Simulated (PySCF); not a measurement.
Gas-phase reaction: 2 SbH₃ + 3 Cl₂ ⇌ 2 SbCl₃ + 6 H, at 1000 K and a standard pressure of 1 bar. Level: r2SCAN/def2-TZVP†.

Energies from PySCF, thermal terms from the rigid-rotor harmonic-oscillator model, ideal gas at 1 bar. † marks an energy on the PBE0/def2-TZVP geometry and frequencies. Open shells (unrestricted): H (multiplicity 2); the rest are closed-shell singlets. Sb: scalar-relativistic def2 core potential, no spin-orbit coupling. The harmonic model lacks anharmonicity and excited electronic states, which grow with temperature; levels with a mode under 35 cm⁻¹ are left out. Soft modes under 120 cm⁻¹ make the harmonic entropy rough for SbCl₃.

| species | E (Ha) | H(1000 K) − E (kJ/mol) | S°(1000 K) (J/mol/K) |
|---|---|---|---|
| SbH₃ | -242.11907 | 100.9 | 298.5 |
| Cl₂ | -920.32807 | 37.9 | 266.0 |
| SbCl₃ | -1621.03224 | 83.8 | 436.9 |
| H | -0.49993 | 20.8 | 139.9 |
E: electronic energy; H − E holds the zero-point and thermal terms. 1 Ha = 2625.5 kJ/mol.

**Question.** Work out ΔH°, ΔS°, ΔG° and log10 K from these numbers.

**Answer.** 1. ΔE = 2×(-1621.03224) + 6×(-0.49993) − 2×(-242.11907) − 3×(-920.32807) = 0.15829 Ha = 415.6 kJ.
2. Δ(H − E) = 2×(83.8) + 6×(20.8) − 2×(100.9) − 3×(37.9) = -23.1 kJ, so ΔH° = 392.5 kJ.
3. ΔS° = 2×(436.9) + 6×(139.9) − 2×(298.5) − 3×(266.0) = 318.2 J/K; the number of gas molecules changes by +3.
4. ΔG° = ΔH° − TΔS° = 392.5 − 1000×(318.2)/1000 = 74.3 kJ.
5. log10 K = −ΔG°/(RT ln 10) = -3.88, with RT ln 10 = 19.14 kJ/mol; at standard pressures the reactants are favoured.
6. A shift of 10 kJ in ΔE would move log10 K by 0.52 here.
7. With ΔH° and ΔS° held fixed, ΔG° changes sign near ΔH°/ΔS° = 1230 K.
8. Lowering the total pressure from 1 bar to 0.01 bar multiplies the mole-fraction quotient K_x = K (p/p°)^(−Δn) by 10^6, which pushes the balance towards the products.
For scale, ΔH°(298 K) is 347 kJ at this level, 401 kJ at ωB97M-V/def2-TZVP†, and runs from 97 to 606 kJ over the 18 levels computed.
